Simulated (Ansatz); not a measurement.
Ansatz (a program for electronic structure) input:

Ansatz 0.2 input:
```yaml
crystal:
  periodic: [false, false, false]
  atoms:
    - {symbol: C, position_ang: [3.24006760, 0.13599827, -0.06355691]}
    - {symbol: C, position_ang: [1.90269707, -0.42678872, 0.40558890]}
    - {symbol: C, position_ang: [0.71582980, 0.29185486, -0.23822641]}
    - {symbol: C, position_ang: [-0.62961883, -0.28104514, 0.24745518]}
    - {symbol: C, position_ang: [-1.74751904, 0.45324202, -0.41922968]}
    - {symbol: O, position_ang: [-3.10284405, -0.12618422, 0.13506379]}
    - {symbol: H, position_ang: [3.35483581, 0.03543161, -1.14460053]}
    - {symbol: H, position_ang: [4.06838204, -0.39176903, 0.40865056]}
    - {symbol: H, position_ang: [3.33398185, 1.19427245, 0.18759025]}
    - {symbol: H, position_ang: [1.82551154, -0.34236717, 1.49330429]}
    - {symbol: H, position_ang: [1.84643344, -1.49376747, 0.17097681]}
    - {symbol: H, position_ang: [0.78196172, 0.20421545, -1.32653039]}
    - {symbol: H, position_ang: [0.76254538, 1.35862925, -0.00173037]}
    - {symbol: H, position_ang: [-0.70564547, -0.17524553, 1.33148346]}
    - {symbol: H, position_ang: [-0.67306013, -1.34651574, -0.00105063]}
    - {symbol: H, position_ang: [-1.80715886, 0.31422619, -1.49586046]}
    - {symbol: H, position_ang: [-1.83354116, 1.49839514, -0.13699471]}
    - {symbol: H, position_ang: [-3.11678443, -1.10139733, 0.14677807]}
    - {symbol: H, position_ang: [-3.90344902, 0.21579799, -0.30471309]}
basis:
  gaussian:
    orbitals: def2-TZVPD
hamiltonian:
  xc: {name: BLYP}
total_charge: 1
output: {forces: true}
```

Q: Which total energy does the run end on?

A: -273.25529 Eh (BLYP/def2-TZVPD). The basis has 342 functions.

It need not be the lowest isomer of its formula.
